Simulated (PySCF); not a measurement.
pyrazine (C4H4N2), SMILES n1ccncc1. Atoms are numbered in the order given.

```xyz
10

C      0.0000     1.1316    -0.6991
C      0.0000     1.1316     0.6991
N      0.0000     0.0000     1.4024
C      0.0000    -1.1316     0.6991
C      0.0000    -1.1316    -0.6991
N      0.0000     0.0000    -1.4024
H      0.0000     2.0743    -1.2587
H      0.0000     2.0743     1.2587
H      0.0000    -2.0743     1.2587
H      0.0000    -2.0743    -1.2587
```

Geometry optimised at ωB97X-D3(BJ)/def2-SVP.

Two levels are set side by side: PBE/pcSseg-1 (PySCF) and KT2/pcSseg-1 (PySCF). GIAO shifts against NH3 (¹⁵N), TMS (¹H), TMS (¹³C) at the same level; non-relativistic, no solvent, atoms listed together averaged. Differences are taken from unrounded values.

```json
[
 {"quantity": "δ(¹³C) of C1, C2, C4, C5 (ppm)", "KT2": "142.4", "PBE": "151.5", "PBE minus KT2": "9.1"},
 {"quantity": "δ(¹⁵N) of N3, N6 (ppm)", "KT2": "350.8", "PBE": "377.1", "PBE minus KT2": "26.3"},
 {"quantity": "δ(¹H) of H7, H8, H9, H10 (ppm)", "KT2": "8.57", "PBE": "8.85", "PBE minus KT2": "0.27"}
]
```

Rough cost on one machine, each run with all the roots and properties that it gave: KT2 against PBE within a factor of 2.
